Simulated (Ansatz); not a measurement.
Breaking the Pb1–H2 bond in H3NPb (SMILES [NH2][PbH]) (multiplicity 1 held, fragments rigid). Energies count from the point at 1.865 Å.
Geometry at that point (charge 0, multiplicity 1):
```xyz
5

Pb    -0.0569     0.1346     0.1663
H     -0.7454     1.2445    -1.1645
N      0.5644    -1.2798    -1.2998
H      0.4288    -1.1744    -2.2940
H      1.0352    -2.1459    -1.0822
```

Signs of static correlation in def2-TZVPP, with CASSCF(2,2), from Ansatz (a first-principles code) runs.

```
R (Å)  T1 of restricted CCSD  ⟨S²⟩ of UHF  largest double amplitude of restricted CCSD  weight of the CASSCF reference in MRCISD  CASSCF natural occupations
-----  ---------------------  -----------  -------------------------------------------  ----------------------------------------  --------------------------
1.492                  0.019        0.000                                        0.049                                     0.907                   1.98 0.02
1.678                  0.020        0.000                                        0.043                                     0.907                   1.97 0.03
1.865                  0.020        0.000                                        0.043                                     0.907                   1.96 0.04
2.051                  0.021        0.000                                        0.050                                     0.907                   1.95 0.05
2.238                  0.022        0.000                                        0.058                                     0.907                   1.93 0.07
2.517                  0.026        0.287                                        0.135                                     0.907                   1.88 0.12
2.797                  0.033            ?                                        0.204                                     0.907                   1.82 0.18
3.263                      ?        0.881                                        0.336                                     0.908                   1.67 0.33
3.729                  0.085        0.966                                        0.517                                     0.908                   1.47 0.53
4.289                  0.123        0.999                                        0.773                                     0.909                   1.26 0.74
5.035                  0.155        1.010                                        1.041                                     0.909                   1.11 0.89
5.967                  0.167        1.012                                        1.185                                     0.909                   1.04 0.96
```

Problem. Some entries are withheld; supply them.

Solution. 
- 2.797, ⟨S²⟩ of UHF: 0.632
- 3.263, T1 of restricted CCSD: 0.054

Doubts at one or more of the structures used: a restricted determinant that unrestricted orbitals would lower (R-CCSD(T)/def2-TZVPP); T1 above 0.05 (R-CCSD(T)/def2-TZVPP, U-CCSD(T)/def2-TZVPP); other coupled-cluster roots lie near (R-CCSD(T)/def2-TZVPP); a spin-contaminated determinant (U-CCSD(T)/def2-TZVPP).
